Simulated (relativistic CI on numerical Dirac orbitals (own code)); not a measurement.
## What each ingredient does to the levels of In³³⁺

Base calculation: Dirac-Coulomb-Breit CI, separate exchange-only KLI orbitals for each configuration, QED by a radiative potential, unscaled Slater integrals.

Configuration list (outside the closed core [Ne]): 3s2 3p4, 3s 3p5, 3s2 3p3 3d, 3p6, 3s 3p4 3d, 3p5 3d, 3s 3p3 3d2, 3s2 3p2 3d 4p, 3p5 4s, 3s 3p3 3d 4s, 3p5 4p, 3s2 3p3 4s, 3s2 3p2 3d2, 3s2 3p 3d3, 3s 3p2 3d3, 3s2 3p 3d2 4s, 3p4 3d2, 3p3 3d3, 3p3 3d2 4s, 3s2 3p2 3d 4s, 3s 3p2 3d2 4s, 3s2 3p 3d 4s2. Double excitations out of closed p, d and f shells are left out; levels of such configurations are missing from the list, as are those of other unlisted configurations, and high levels can miss mixing partners.

Variants: (1) valence Slater integrals scaled by 0.9; (2) configuration mixing switched off; (3) only the first 3 configurations. Shifts of the energy above 3s2 3p4 3P_2, in cm⁻¹, for the lowest level and the first level of each name with at least 55 % of one term (blank where a level changes its place among those of its configuration and J or its character, or is not in the variant):

| Level | Base | Δ(1) | Δ(2) | Δ(3) |
| --- | --- | --- | --- | --- |
| 3s2 3p4 3P_2 | 0 | 0 | 0 | 0 |
| 3s2 3p4 3P_1 | 378811 | +2480 | +2778 | +2778 |
| 3s2 3p4 1D_2 | 430704 | -2847 | +5110 | +5110 |
| 3s2 3p3 3d 3D°_1 | 1383783 | -6533 | -24752 | -8913 |
| 3s2 3p3 3d 3G°_4 | 1528408 | +2588 | -17750 | -17750 |
| 3s2 3p3 3d 3D°_3 | 1528675 | +9769 | -13189 | -13189 |
| 3s2 3p3 3d 3F°_4 | 1599110 |  | -14426 | -14426 |
| 3s2 3p3 3d 3G°_5 | 1619042 | +375 | -18106 | -18106 |
| 3s 3p4 3d 5F_5 | 2299093 | +18321 | -3147 |  |

At this charge energies of transitions that change n are usually good to better than 1 %, and those within a shell (Δn = 0) to a few per cent.

Ionisation energy from the two ground configurations alone: base 2113.1 eV. The NIST ASD value (semi-empirical) is 2111 eV.

LS names give the leading component of a level, which can be under half, so a name can repeat, a term be missing and a line seem to break the LS rules.
